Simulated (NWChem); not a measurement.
Molecule: C2H3ClN2Si; SMILES N#C/N=C\[SiH2]Cl

```xyz
9

N      0.8835     3.2336     0.0011
C     -0.0135     2.4910     0.0016
N     -1.1118     1.7351     0.0003
C     -1.0428     0.4544    -0.0016
Si     0.5597    -0.5881    -0.0018
Cl    -0.0330    -2.5630     0.0014
H     -2.0133    -0.0694    -0.0029
H      1.3360    -0.2916    -1.2340
H      1.3383    -0.2880     1.2281
```
Atoms are numbered in this order, from 1.

All runs: NWChem. Geometry: optimised at PBE0/def2-SVP. B3LYP is NWChem's, with the RPA form of VWN correlation.

### Question
What does the run give for B3LYP/cc-pVTZ? Quantities: highest occupied level (eV); orbital gap (eV); dipole (D).

### Answer
```
Property                     Result
---------------------------  ------
highest occupied level (eV)   -8.03
orbital gap (eV)               4.87
dipole (D)                     3.15
```
